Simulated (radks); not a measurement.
Isoelectronic series with 5 electrons, each ion in its NIST ground configuration. Calculated with a radial shooting solver on a logarithmic mesh with Libxc functionals: scalar-relativistic Kohn-Sham, r2SCAN, spin-polarised, spherical densities, finite nucleus; open shells are filled with parallel spins first (spin-orbit coupling, left out, can overturn this in heavy ions); meta-GGA in the generalised Kohn-Sham scheme; Fermi nuclear charge, rms radius of each element as measured or else 0.836 A^(1/3) + 0.57 fm. Total energies (hartree) and orbital eigenvalues (eV) (* marks an orbital that is empty in some or all of the ions):

ion    configuration  E (hartree)   2p down*      2p up    2s down
B       [He] 2s2 2p1    -24.62923    -2.5794    -4.0290    -8.8406
Ne5+    [He] 2s2 2p1   -116.11653  -136.6476  -142.4657  -159.1996
P10+    [He] 2s2 2p1   -276.90881  -442.3518  -452.5959  -481.8929
Ca15+   [He] 2s2 2p1   -507.64849  -919.4508  -934.1350  -977.8245
Mn20+   [He] 2s2 2p1   -809.30598  -1568.963  -1588.097  -1649.665
Zn25+   [He] 2s2 2p1  -1183.17502  -2392.391  -2415.985  -2501.140
Br30+   [He] 2s2 2p1  -1630.89775  -3391.660  -3419.722  -3537.060
Zr35+   [He] 2s2 2p1  -2154.50276  -4569.105  -4601.646  -4763.435
Rh40+   [He] 2s2 2p1  -2756.44421  -5927.479  -5964.511  -6187.610
